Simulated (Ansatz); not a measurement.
GeIH3 (GeH₃I). Charge 0, multiplicity 1. Geometry PBE0-D4/def2-TZVP.

```xyz
5

Ge    0.1384   -0.0043   -0.1784
I    -1.4028    0.0433    1.8074
H     1.1132   -1.1690    0.0216
H     0.8756    1.3379   -0.2229
H    -0.7244   -0.2079   -1.4277
```

In the def2 sets I takes a core potential; there is no spin–orbit coupling.

(1) Estimate the orbital energies around the gap (eV) in Ansatz with PBE-D4/def2-TZVPD, BLYP-D4/def2-TZVP, B97M-V/def2-TZVP, PBE0-D4/def2-SVP, ωB97X-V/def2-TZVP.

## Answers

(1) 
| orbital | PBE-D4/def2-TZVPD | BLYP-D4/def2-TZVP | B97M-V/def2-TZVP | PBE0-D4/def2-SVP | ωB97X-V/def2-TZVP |
| --- | --- | --- | --- | --- | --- |
| HOMO−5 | -13.97 | -13.85 | -14.35 | -15.68 | -18.59 |
| HOMO−4 | -9.05 | -8.93 | -9.44 | -10.40 | -12.92 |
| HOMO−3 | -9.05 | -8.93 | -9.44 | -10.40 | -12.92 |
| HOMO−2 | -8.35 | -8.14 | -8.66 | -9.46 | -11.58 |
| HOMO−1 | -6.46 | -6.27 | -6.77 | -7.51 | -9.84 |
| HOMO | -6.46 | -6.27 | -6.77 | -7.51 | -9.84 |
| LUMO | -1.99 | -1.83 | -1.64 | -0.94 | 0.95 |
| LUMO+1 | -0.67 | -0.18 | -0.08 | 1.18 | 2.67 |
| LUMO+2 | 0.04 | 0.41 | 0.48 | 1.29 | 3.16 |
| LUMO+3 | 0.04 | 0.42 | 0.48 | 1.29 | 3.16 |
| LUMO+4 | 0.50 | 3.20 | 3.46 | 5.20 | 5.81 |
| LUMO+5 | 0.57 | 3.33 | 3.50 | 6.80 | 6.08 |
